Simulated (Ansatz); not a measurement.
Abridged output of a molecular run in Ansatz:

```
Functional definition: HF
  name "HF"
  cite "Fock, Z. Phys. 61, 126 (1930) doi:10.1007/BF01340294"
  parent pbe
  exchange = exact_x
  correlation = 0
1760 factors; integrals over basis functions are off by at most 1.0e-3 eV
mean field evaluation 1: about -19569.5541 eV, gradient 3.4e1 eV
mean field evaluation 2: about -19569.7900 eV, gradient 3.4e1 eV
mean field evaluation 4: about -19573.1379 eV, gradient 4.8e0 eV
mean field evaluation 8: about -19573.2376 eV, gradient 5.0e-1 eV
mean field evaluation 16: about -19573.2395 eV, gradient 2.6e-6 eV
mean field -19573.23950237 eV, -719.3032844939 hartree, gradient 2.6e-6 eV, S^2 0.000000; 0 other end points of the search recorded, 0 dependent functions left out
12 core orbitals not correlated: weight in the atoms' cores, before any rotation towards them, 1.000 or more for the frozen orbitals, at most 0.000 for the correlated occupied ones
reference -19573.23950237 eV, -719.3032844939 hartree; 20, 20 occupied and 237, 237 virtual orbitals, 1760 factors
second order -31.53690598 eV of doubles, -0.00000000 eV of singles
cycle   1  -30.77112342 eV  change    7.7e-1 eV  update   1.2e-1
cycle   2  -31.62851218 eV  change   -8.6e-1 eV  update   3.7e-2
cycle   3  -31.77429260 eV  change   -1.5e-1 eV  update   1.8e-2
cycle   4  -31.75169996 eV  change    2.3e-2 eV  update   4.7e-3
cycle   5  -31.75139300 eV  change    3.1e-4 eV  update   2.3e-3
cycle   6  -31.75370239 eV  change   -2.3e-3 eV  update   6.6e-4
cycle   7  -31.75347598 eV  change    2.3e-4 eV  update   3.3e-4
cycle   8  -31.75324247 eV  change    2.3e-4 eV  update   1.2e-4
cycle   9  -31.75330343 eV  change   -6.1e-5 eV  update   6.4e-5
cycle  10  -31.75331502 eV  change   -1.2e-5 eV  update   2.5e-5
perturbative correction -1.15690061 eV, -0.0425153131 hartree
Total energy: -19606.14971800 eV, -720.5127126108 hartree
```

Its atoms:

```xyz
11

N     1.068    0.842   -1.163
C     0.250    0.219   -0.418
Si    1.022   -0.800    0.995
C    -1.233    0.257   -0.600
I    -2.145    1.170    1.120
H     0.587    1.392   -1.882
H     0.050   -1.829    1.451
H     1.362    0.091    2.131
H     2.245   -1.453    0.473
H    -1.535    0.849   -1.464
H    -1.672   -0.739   -0.645
```

Task: Which basis set was used?
A. def2-QZVPP
B. def2-SVP
C. cc-pV(Q+d)Z
D. def2-TZVPP

Result: D. It gives 269 functions.

Task: Write the keys of the input that set method, charge and spin (a neutral closed shell needs none for the last two).

Result: 
```yaml
correlation: {method: ccsd_t}
```
